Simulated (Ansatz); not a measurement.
One geometry of `B[Te]C`, several functionals.

```yaml
crystal:
  periodic: [false, false, false]
  atoms:
    - {symbol: B, position_ang: [-0.691821, 1.298333, -1.022215]}
    - {symbol: Te, position_ang: [-0.669516, 0.703780, 0.976547]}
    - {symbol: C, position_ang: [0.565367, -1.038325, 0.803380]}
    - {symbol: H, position_ang: [-0.094724, 0.661145, -1.834705]}
    - {symbol: H, position_ang: [-1.314029, 2.277535, -1.294404]}
    - {symbol: H, position_ang: [1.453500, -0.905408, 1.417382]}
    - {symbol: H, position_ang: [0.840077, -1.148080, -0.243337]}
    - {symbol: H, position_ang: [0.003347, -1.906181, 1.141652]}
basis:
  gaussian: {orbitals: def2-TZVPP}
hamiltonian: {xc: pbe, dispersion: d4}
output: {forces: true, orbitals: {seedname: orbitals}}
```

```sh
$ ansatz run in.yaml --threads 2 --pin off --events-out ev --progress --plain --max-ram 4352MiB
```

Output, abridged:

```
Functional definition: PBE
1030 factors; their error is unknown
mean field evaluation 1: about -9069.0522 eV, gradient 7.8e1 eV
mean field evaluation 2: about -9037.3002 eV, gradient 1.2e2 eV
mean field evaluation 4: about -9085.3613 eV, gradient 1.2e1 eV
mean field evaluation 8: about -9085.7509 eV, gradient 2.5e-1 eV
mean field evaluation 16: about -9085.6149 eV, gradient 2.1e-3 eV
mean field -9085.61489740 eV, -333.8901890285 hartree, gradient 1.7e-5 eV, S^2 0.000000; 0 other end points of the search recorded, 0 dependent functions left out
reference -9085.61493792 eV, -333.8901905174 hartree; 20, 20 occupied and 162, 162 virtual orbitals, 1030 factors
Total energy: -9085.76298649 eV, -333.8956312022 hartree
Atom 0 at    -0.691821     1.298333    -1.022215 Å, force     0.001969     0.011919    -0.047948 eV/Å
Atom 1 at    -0.669516     0.703780     0.976547 Å, force    -0.177160     0.210363     0.162176 eV/Å
Atom 2 at     0.565367    -1.038325     0.803380 Å, force     0.064748    -0.090395    -0.011734 eV/Å
Atom 3 at    -0.094724     0.661145    -1.834705 Å, force     0.068343    -0.077729    -0.078650 eV/Å
Atom 4 at    -1.314029     2.277535    -1.294404 Å, force    -0.073418     0.110420    -0.015327 eV/Å
Atom 5 at     1.453500    -0.905408     1.417382 Å, force     0.169873     0.021291     0.121717 eV/Å
Atom 6 at     0.840077    -1.148080    -0.243337 Å, force     0.050959    -0.018340    -0.199873 eV/Å
Atom 7 at     0.003347    -1.906181     1.141652 Å, force    -0.105313    -0.167529     0.069638 eV/Å
Dipole moment:     0.140475    -0.249461     0.162809 e Å
```

It took 1.6 s on 2 threads of an Intel Xeon 6975P-C on a shared host, with 0.2 GiB of host memory at the peak.

With the line `hamiltonian: {xc: {name: BLYP}, dispersion: d4}` and no forces (abridged; 1.5 s):

```
Functional definition: BLYP
mean field evaluation 16: about -9086.1343 eV, gradient 5.7e-4 eV
mean field -9086.13428765 eV, -333.9092762682 hartree, gradient 5.0e-5 eV, S^2 0.000000
Total energy: -9086.46144689 eV, -333.9212991483 hartree
```

With the line `hamiltonian: {xc: {name: wB97M-V}}` (abridged; 6.5 s):

```
Functional definition: wB97M-V
mean field evaluation 16: about -9086.5850 eV, gradient 2.2e-4 eV
mean field -9086.58502273 eV, -333.9258404767 hartree, gradient 3.6e-5 eV, S^2 0.000000
Total energy: -9086.58507137 eV, -333.9258422641 hartree
Atom 0 force    -0.002243     0.024848    -0.071172 eV/Å
Atom 1 force     0.026823    -0.024268    -0.055916 eV/Å
Atom 2 force    -0.016663     0.021603     0.011783 eV/Å
Atom 3 force    -0.086137     0.092967     0.110615 eV/Å
Atom 4 force     0.092394    -0.141020     0.023217 eV/Å
Atom 5 force    -0.074245    -0.030956    -0.069498 eV/Å
Atom 6 force    -0.008962    -0.012302     0.092972 eV/Å
Atom 7 force     0.069033     0.069128    -0.042002 eV/Å
Dipole moment:     0.135022    -0.221203     0.090408 e Å
```

With the line `hamiltonian: {xc: {name: B2PLYP}}` and no forces (abridged; 3.5 s):

```
Functional definition: B2PLYP
mean field evaluation 16: about -9075.4540 eV, gradient 1.8e-4 eV
mean field -9075.45403577 eV, -333.5167842509 hartree, gradient 5.7e-6 eV, S^2 0.000000
6 core orbitals not correlated: weight in the atoms' cores, before any rotation towards them, 1.000 or more for the frozen orbitals, at most 0.000 for the correlated occupied ones
second order -24.39745072 eV of doubles, -0.00000000 eV of singles
Total energy: -9082.04150543 eV, -333.7588692957 hartree
```

The same input with `hamiltonian: {xc: {name: wB97X-V}}` and no forces (abridged; 5.5 s):

```
Functional definition: wB97X-V
mean field evaluation 16: about -9087.7698 eV, gradient 1.5e-4 eV
mean field -9087.76979498 eV, -333.9693800537 hartree, gradient 5.4e-5 eV, S^2 0.000000
Total energy: -9087.76979298 eV, -333.9693799803 hartree
```

Changing it to `hamiltonian: {xc: {name: B3LYP}, dispersion: d4}` (abridged; 2.6 s):

```
Functional definition: B3LYP
mean field evaluation 16: about -9091.4626 eV, gradient 6.9e-4 eV
mean field -9091.46264968 eV, -334.1050899611 hartree, gradient 2.0e-5 eV, S^2 0.000000
Total energy: -9091.70579239 eV, -334.1140252910 hartree
Atom 0 force    -0.006946     0.100048    -0.314351 eV/Å
Atom 1 force    -0.186198     0.204712     0.228401 eV/Å
Atom 2 force     0.196756    -0.276161    -0.030945 eV/Å
Atom 3 force    -0.078766     0.088009     0.090296 eV/Å
Atom 4 force     0.078281    -0.119169     0.018351 eV/Å
Atom 5 force    -0.053938    -0.029168    -0.047174 eV/Å
Atom 6 force    -0.004449    -0.015657     0.081550 eV/Å
Atom 7 force     0.055261     0.047387    -0.026128 eV/Å
Dipole moment:     0.136488    -0.232502     0.123040 e Å
```

B3LYP takes the VWN-RPA correlation (the form of Gaussian; ORCA's B3LYP/G).
